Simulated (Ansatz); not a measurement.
Ansatz (a first-principles code) input (RPA@PBE/def2-TZVPP):

Ansatz 0.2 input:
```yaml
crystal:
  periodic: [false, false, false]
  atoms:
    - {symbol: Mo, position_ang: [-0.00521122, -0.06773388, 0.41340247]}
    - {symbol: Cl, position_ang: [2.08198766, 0.05801538, -0.48871347]}
    - {symbol: Cl, position_ang: [-2.06911287, 0.10932713, -0.53263380]}
basis:
  gaussian:
    orbitals: def2-TZVPP
hamiltonian:
  xc: pbe
magnetization: {spin_polarized: true, initial_magnetization: 4}
correlation: {method: rpa, electrons: outside_noble_gas}
```

End of the output:

```
mean field: 0.47 GiB planned
mean field evaluation 1: about -26891.4157 eV, gradient 2.2e1 eV
mean field evaluation 2: about -26891.4113 eV, gradient 2.2e1 eV
mean field evaluation 4: about -26893.4855 eV, gradient 1.1e1 eV
mean field evaluation 8: about -26894.1279 eV, gradient 1.7e-1 eV
mean field evaluation 16: about -26894.1281 eV, gradient 9.6e-5 eV
mean field evaluation 32: about -26893.4773 eV, gradient 2.4e-6 eV
mean field evaluation 64: about -26893.5330 eV, gradient 6.5e-1 eV
mean field evaluation 96: about -26894.1196 eV, gradient 4.0e-1 eV
mean field evaluation 128: about -26893.7592 eV, gradient 3.7e0 eV
mean field evaluation 160: about -26888.1365 eV, gradient 1.5e1 eV
mean field -26894.12811168 eV, -988.3409786095 hartree, gradient 3.8e-6 eV, S^2 6.020527; 15 other end points of the search recorded, 0 dependent functions left out
14 core orbitals not correlated
reference -26847.90386861 eV, -986.6422690084 hartree; 12, 8 occupied and 114, 118 virtual orbitals, 882 factors
Total energy: -26871.07025874 eV, -987.4936181431 hartree
```

The spin state was set by rule; other spins were not relaxed.
